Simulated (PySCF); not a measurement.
**Two-component Hartree-Fock for Hf⁷¹⁺ (hafnium, charge +71)**

Start: 1s1; 1s1/2 filled at m_j = +1/2. Calculated with PySCF 2.14 in an uncontracted even-tempered set (15 s from 240 bohr⁻², ratio 2.4; 11 p from 310 bohr⁻², ratio 2.4; 3 d from 930 bohr⁻², ratio 2.6; 3 f from 1400 bohr⁻², ratio 2.6): generalised Hartree-Fock with the X2C-1e Hamiltonian and a Gaussian nucleus; one run each with spin-orbit coupling (SO) switched off, then screened by Boettger's factors, then bare.

```csv
spinor shell,electrons,"ε, spin-free (eV)","ε, screened SO (eV)","ε, bare SO (eV)",weight of nominal j (screened SO),"rms radius, screened SO (bohr)"
1s1/2,1,-76192.2,-76192.2,-76192.2,1.000,0.0212
```

```json
{"quantity": "E (hartree)", "spin-free": "-2800.01111", "screened SO": "-2800.01111", "bare SO": "-2800.01111"}
{"quantity": "M_J", "spin-free": "1/2", "screened SO": "1/2", "bare SO": "1/2"}
{"quantity": "⟨J²⟩", "spin-free": "0.750", "screened SO": "0.750", "bare SO": "0.750"}
{"quantity": "⟨L²⟩", "spin-free": "0.000", "screened SO": "0.000", "bare SO": "0.000"}
{"quantity": "⟨S²⟩", "spin-free": "0.750", "screened SO": "0.750", "bare SO": "0.750"}
```

Breit and QED terms are absent; they matter most for the inner s and p1/2 levels.

Densities and radii are taken from the X2C orbitals without a picture-change correction, which distorts them close to the nucleus.

Without spin-orbit coupling the j labels of p, d and f shells carry no meaning; the spin-free column gives the mean over the occupied spinors of each nl shell.
